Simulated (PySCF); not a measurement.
Al(Br)(Me)(NH2) (CH₅AlBrN), SMILES [CH3][Al]([NH2])[Br]. Atoms are numbered in the order given.

```xyz
9

Al     0.6464     0.6655     0.2089
Br    -0.8905    -0.9438    -0.2731
C      0.6291     2.3721    -0.7358
H      0.7570     2.2221    -1.8217
H      1.4278     3.0498    -0.3906
H     -0.3369     2.8879    -0.5985
N      1.8188     0.2515     1.4708
H      2.5647     0.8606     1.7990
H      1.8446    -0.6320     1.9745
```
Charge 0, spin multiplicity 1.

Coordinates come from a TPSSh-D3(BJ)/def2-SVP optimisation. The structure was generated by enumeration; whether it is a known compound was not checked. The values are those of a single conformer.

Computed with TPSSh-D3(BJ)/def2-SVP run with PySCF 2.14.0.

Frequencies are harmonic and unscaled.

Computed vibrational spectrum:
```csv
mode,ν (cm⁻¹),IR (km/mol),Raman (Å⁴/amu),depolarisation,moving atoms (share of kinetic energy)
1,68,0.1,0.0,–,H 98 %
2,139,3.2,2.4,0.67,"C 35 %, H 24 %, Al 19 %, Br 13 %, N 10 %"
3,164,1.7,2.6,0.71,"N 42 %, H 29 %, Br 13 %, C 10 %"
4,187,10.6,0.2,0.75,"Al 62 %, H 19 %, N 11 %"
5,367,30.5,8.9,0.10,"Al 42 %, Br 28 %, C 12 %, H 9 %, N 9 %"
6,375,9.4,0.0,–,H 98 %
7,438,163.2,0.3,0.75,"H 82 %, N 18 %"
8,603,1.1,6.1,0.18,"H 57 %, C 24 %, N 12 %"
9,641,35.1,6.2,0.10,"H 49 %, C 24 %, Al 16 %, N 10 %"
10,665,28.2,0.7,0.75,"H 77 %, C 18 %"
11,738,195.8,0.7,0.26,"H 59 %, Al 18 %, C 15 %, N 8 %"
12,853,118.1,8.6,0.24,"Al 44 %, N 42 %, H 12 %"
13,1234,15.3,2.5,0.08,"H 80 %, C 20 %"
14,1443,2.2,9.9,0.75,H 95 %
15,1446,0.6,11.1,0.75,H 95 %
16,1538,46.7,5.0,0.74,"H 90 %, N 10 %"
17,3021,5.2,137.1,0.00,H 97 %
18,3108,4.6,86.2,0.75,"H 91 %, C 9 %"
19,3117,9.4,111.7,0.74,"H 91 %, C 9 %"
20,3552,25.4,169.8,0.12,H 96 %
21,3641,23.3,105.7,0.75,"H 92 %, N 8 %"
```
